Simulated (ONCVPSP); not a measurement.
sulfur (S): one change to an ONCV potential, before and after

- Element: sulfur
- Generator: ONCVPSP 4.0.1
- Type: optimised norm-conserving Vanderbilt (ONCV)
- Functional: PBE
- Relativity: scalar-relativistic
- Frozen core: [Ne]
- Valence charge: 6
- Reference configuration: 3s2 3p3.5 (charge +0.5)
- Partial waves: 3s: rc 1.50 bohr, ncon 3, nbas 6, qcut 4.6 1/bohr, 2 projectors, debl 2.5 Ha; 3p: rc 1.40 bohr, ncon 4, nbas 7, qcut 6.5 1/bohr, 2 projectors, debl 1.3 Ha; d scattering state at 0.17 Ha: rc 1.30 bohr, ncon 3, nbas 6, qcut 7.4 1/bohr, 2 projectors, debl 1.8 Ha
- Local potential: polynomial inside 1.15 bohr (lpopt 5, dvloc0 6 Ha)
- Core correction: Teter function fitted to the true core (icmod 2), fcfact 0.75

Change: p: qcut 5.5.

Cutoffs: the cutoffs (Ha) at which the residual kinetic energy of the hardest occupied pseudo-wave falls to 1 and 0.1 mHa per electron; they do not see the model core or the augmentation charge, which bear on the density cutoff. Errors are all-electron minus pseudo energies relative to the spin-unpolarised reference configuration.

**Question.** How do hardness, ghosts and transferability respond?

**Answer.** The potential gets neither clearly harder nor softer (12 Ha and 39 Ha → 12 Ha and 39 Ha); the s channel sets the loose cutoff, while the largest relative change is in p, which becomes softer; the errors of the 4 common tests hardly move; neither file shows a bound ghost.

| quantity | base | changed |
| --- | --- | --- |
| cutoff, loose | 12 Ha | 12 Ha |
| cutoff, tight | 39 Ha | 39 Ha |
| loose cutoff by channel | s 12 Ha, p 9.3 Ha | s 12 Ha, p 7.5 Ha |
| bound ghosts | none | none |
| GHOST(+) flags under 300 eV | none | none |
| error for 3s2 3p4, meV [ΔE -4.66 eV] | +0.6 | +0.6 |
| error for 3s2 3p3, meV [ΔE 7.11 eV] | +0.2 | +0.2 |
| error for 3s2 3p2, meV [ΔE 29.39 eV] | +11 | +11 |
| error for 3s0 3p6, meV [ΔE 16.08 eV] | -16 | -15 |
| s: phases at 1.52 bohr within 0.05 rad from the reference energy up to (Ha; the scan ends near 5) | to the end of the scan | to the end of the scan |
| p: phases at 1.42 bohr within 0.05 rad from the reference energy up to (Ha; the scan ends near 5) | to the end of the scan | to the end of the scan |
| d: phases at 1.32 bohr within 0.05 rad from the reference energy up to (Ha; the scan ends near 5) | to the end of the scan | to the end of the scan |
| rms error of d²Exc/dni dnj with the model core, mHa | 0.76 | 0.75 |

Base: The cutoffs count occupied waves only; projector 2 of the d channel, the hardest unoccupied one, needs 31 Ha at the loose tolerance. Changed file: The cutoffs count occupied waves only; projector 2 of the d channel, the hardest unoccupied one, needs 31 Ha at the loose tolerance.
